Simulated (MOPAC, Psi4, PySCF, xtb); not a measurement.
Relaxed torsion scan: SMILES Bc1cc(ccc1)C=C. Scanned: dihedral C5–C6–C7–C8; all other coordinates were relaxed at GFN2-xTB. Points at φ and −φ are mirror images.

Atom numbering (GFN2-xTB optimised geometry, Å):
```
18

B      2.9178    -0.4736    -1.1610
C      1.6496    -0.0153    -0.4077
C      1.6976     0.9907     0.5684
C      0.5583     1.3951     1.2388
C     -0.6632     0.8110     0.9580
C     -0.7630    -0.1947    -0.0059
C     -2.0230    -0.8476    -0.3454
C     -3.2174    -0.5931     0.1748
C      0.3986    -0.5861    -0.6681
H      2.8484    -1.3159    -1.9697
H      3.9512     0.0203    -0.9244
H      2.6455     1.4557     0.7978
H      0.6190     2.1723     1.9878
H     -1.5425     1.1384     1.4914
H     -1.9371    -1.6147    -1.1059
H     -4.0925    -1.1328    -0.1446
H     -3.3792     0.1546     0.9323
H      0.3319    -1.3644    -1.4163
```

Computed with: RKS-B3LYP/6-31G* = restricted B3LYP/6-31G*, spherical d, density fitting // GFN2-xTB (PySCF); RMP2/3-21G = restricted MP2 (frozen core)/3-21G // GFN2-xTB (PySCF); RKS-B3LYP/3-21G = PySCF with restricted B3LYP/3-21G, density fitting // GFN2-xTB; PM7, restricted, heats of formation // GFN2-xTB (MOPAC); GFN1-xTB // GFN2-xTB (xtb); PBE-D3(BJ)/def2-SVP // GFN2-xTB (Psi4).

Energies in mEh, each method relative to its own lowest point.

```csv
φ / °,RKS-B3LYP/6-31G*,RMP2/3-21G,RKS-B3LYP/3-21G,PM7,GFN1-xTB,PBE-D3(BJ)/def2-SVP
-160,0.5,0.2,0.4,0.2,0.2,0.7
-140,1.8,0.0,1.3,0.0,1.0,2.3
-120,4.4,0.9,3.4,0.5,2.8,5.2
-100,6.8,2.0,5.2,0.9,4.5,7.9
-80,6.8,2.0,5.3,0.8,4.5,7.9
-60,4.4,1.0,3.4,0.5,2.9,5.3
-40,1.7,0.0,1.3,0.1,1.0,2.3
-20,0.3,0.1,0.2,0.4,0.2,0.5
0,0.0,0.5,0.0,0.7,0.0,0.0
20,0.3,0.1,0.2,0.4,0.2,0.5
40,1.7,0.0,1.3,0.1,1.0,2.3
60,4.4,1.0,3.4,0.5,2.9,5.3
80,6.8,2.0,5.3,0.8,4.5,7.9
100,6.8,2.0,5.2,0.9,4.5,7.9
120,4.4,0.9,3.4,0.5,2.8,5.2
140,1.8,0.0,1.3,0.0,1.0,2.3
160,0.5,0.2,0.4,0.2,0.2,0.7
180,0.3,0.6,0.2,0.5,0.0,0.3
```

Root-mean-square difference from the PBE-D3(BJ)/def2-SVP profile, itself a level with limits, after the best constant shift (mEh): RKS-B3LYP/6-31G* 0.4, RMP2/3-21G 2.3, RKS-B3LYP/3-21G 0.9, PM7 2.7, GFN1-xTB 1.2.
